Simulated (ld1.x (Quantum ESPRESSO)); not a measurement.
# Which setting gave this result? (oxygen (O), ultrasoft)

Base potential:

ld1.x (Quantum ESPRESSO) 7.5 input, shortened:

```
&input
   title='O', zed=8., rel=0, dft='PBE', iswitch=3,
   config='[He] 2s2 2p3'
 /
 &inputp
   pseudotype=3, tm=.true., lloc=-2, rcloc=0.85,
   nlcc=.true., rcore=1.10,
   which_augfun='PSQ', rmatch_augfun=1.00
 /
4
2S  1  0   2.00   0.00  0.95  1.05  0.0
2S  1  0   0.00   1.05  0.95  1.05  0.0
2P  2  1   3.00   0.00  1.20  1.45  0.0
2P  2  1   0.00   0.70  1.20  1.45  0.0
 &test
   configts(1)='2s2 2p3'
 /
```

Cutoffs, loose and tight: the cutoffs (Ry, on a coarse ladder) from which the occupation-weighted sum of valence levels, in a spherical-Bessel basis at the reference potential, stays within 10 and 1 mRy of its value at 400 Ry. They do not see the model core or the augmentation charge, which bear on the density cutoff. Test errors are all-electron minus pseudo excitation energies from the reference, over the configurations 2s2 2p4; 2s2 2p2; 2s2 2p1; 2s2 2p0; 2s1 2p5; 2s2 2p4.3; 2s2 2p3.5; variants that change the core or the reference have their own tests.

Only the scale of all radii but the core radius (base = 1) is moved (1 further runs of the sweep failed or gave no value and are left out):

```
scale of all radii but the core radius (base = 1)  cutoff, loose  cutoff, tight  bound ghosts  largest test error (meV)
                                              0.8          50 Ry          90 Ry          none                      +418
                                             1.02          35 Ry          55 Ry          none                      +440
                                             1.14          30 Ry          45 Ry          none                      +483
                                             1.27          25 Ry          35 Ry          none                      +608
```

One more run gave cutoff, loose: 45 Ry; cutoff, tight: 80 Ry; bound ghosts: none; largest test error (meV): +432. Which value of the scale of all radii but the core radius (base = 1) was used?

0.87. The loose cutoff moves one way along this sweep, from 50 Ry at 0.8 to 25 Ry at 1.27, which places the run between 0.8 and 1.02.
